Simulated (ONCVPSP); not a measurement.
## Configuration tests for Sr (ONCV)

ONCVPSP 4.0.1 input, shortened (lines: element, Z, core and valence counts, functional; n l f; lmax; l rc ep ncon nbas qcut; lloc lpopt rc5 dvloc0; l nproj debl; icmod fcfact rcfact), PBE, scalar-relativistic:

```
  Sr 38.00    6    3        4      upf
    1    0    2.00
    2    0    2.00
    2    1    6.00
    3    0    2.00
    3    1    6.00
    3    2   10.00
    4    0    2.00
    4    1    6.00
    5    0    0.50
    2
    0    2.35    0.00    5    9    6.30
    1    2.40    0.00    4    8    4.40
    2    3.04    0.04    4    7    5.50
    4    5    1.70   -1.00
    0    3    2.60
    1    1    2.30
    2    1    1.80
    0    0.00    0.00
```

In the d channel the program set the typed energies aside and used -0.365 Ha.

Energies are relative to the spin-unpolarised reference configuration 4s2 4p6 5s0.5; without spin polarisation the order of configurations can differ from experiment.

```tsv
valence configuration	charge	ΔE all-electron (eV)	error AE − PS (meV)
4s2 4p6 5s2	0	-10.711	+0.8
4s2 4p5 5s2	+1	17.598	-8.6
```

Problem. What are ΔE and the potential's error for 4s2 4p6 5s1?

Solution. ΔE = -4.826 eV all-electron; the error (AE − PS) is +0.4 meV.

Problem. What are ΔE and the potential's error for 4s2 4p6 5s0?

Solution. ΔE = 6.180 eV all-electron; the error (AE − PS) is -0.4 meV.
